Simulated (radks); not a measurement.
All-electron atom: Pm+ in [Kr] 4d10 4f5 5s2 5p5 6s1 5f1 (not the ground configuration).

Method: Dirac Kohn-Sham, PBE, spin-unpolarised, spherical densities, finite nucleus; open shells are shared between the two j in proportion to 2j + 1; Fermi nuclear charge, rms radius 4.962 fm; computed with a radial shooting solver on a logarithmic mesh with Libxc functionals.

Energy parts (eV):
part                      energy
total                 -272799.35
kinetic                294951.90
electron-nucleus      -666618.37
Hartree                105103.52
exchange-correlation    -6236.40

Orbitals (lengths in bohr, moments of r in powers of bohr; r(max) is where P^2 peaks; r(90%) holds 90 % of the orbital's charge):
orbital      occ.  eigenvalue (eV)   r(max)      <r^2>  r(90%)   <1/r>
1s1/2           2        -44989.39  0.01479  0.0007317  0.0419   67.42
2s1/2           2        -7323.598  0.08396    0.01150   0.153   15.99
2p1/2           2        -6936.431  0.06370   0.008390   0.136   15.97
2p3/2           4        -6376.180  0.06924   0.009637   0.144   14.30
3s1/2           2        -1608.002   0.2388    0.07745   0.382   5.804
3p1/2           2        -1441.939   0.2258    0.07254   0.375   5.718
3p3/2           4        -1329.271   0.2376    0.07982   0.393   5.297
3d3/2           4        -1040.596   0.1898    0.06447   0.366   5.169
3d5/2           6        -1016.177   0.1932    0.06651   0.371   5.063
4s1/2           2        -331.0982   0.5524     0.3971   0.852   2.413
4p1/2           2        -267.9193   0.5591     0.4212   0.886   2.307
4p3/2           4        -243.3642   0.5844     0.4615   0.927   2.166
4d3/2           4        -139.4560   0.5982     0.5413    1.03   1.946
4d5/2           6        -135.0943   0.6065     0.5575    1.04   1.911
4f5/2     2.14286         -16.4746   0.6341      1.299    1.72   1.342
4f7/2     2.85714         -15.9872   0.6392      1.336    1.75   1.327
5s1/2           2         -55.7380    1.286      2.278    2.05  0.9331
5p1/2     1.66667         -38.5117    1.403      2.860    2.31  0.8266
5p3/2     3.33333         -35.0443    1.473      3.166    2.44  0.7789
5f5/2    0.428571          -2.5312    7.131      69.85    11.6  0.1526
5f7/2    0.571429          -2.5274    7.148      70.13    11.6  0.1524
6s1/2           1         -11.8406    3.211      14.23    5.11  0.3575

The highest occupied level is 5f7/2 at -2.527 eV. The density falls to 0.001 e/bohr^3 at r = 4.69 bohr. The electron density at the nucleus is 4.927e+05 e/bohr^3. Summed over all electrons, <r^2> = 121.1 bohr^2, which gives a Langevin (diamagnetic) susceptibility term of -95.9 x 10^-6 cm^3/mol.
